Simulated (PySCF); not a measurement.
A structure optimised at PBE-D3(BJ)/def2-TZVP, used in a PySCF frequency run:

```
Sc
F 1 1.7690
F 1 1.7690 2 111.68
```
Charge +1, spin multiplicity 1.

Task: Write its SMILES, formula and point group.

Result: [F][Sc+][F], F2Sc, C2v

Task: What are its rotational constants (standard atomic weights)?

Result: 24.872, 6.2077, 4.9678 GHz
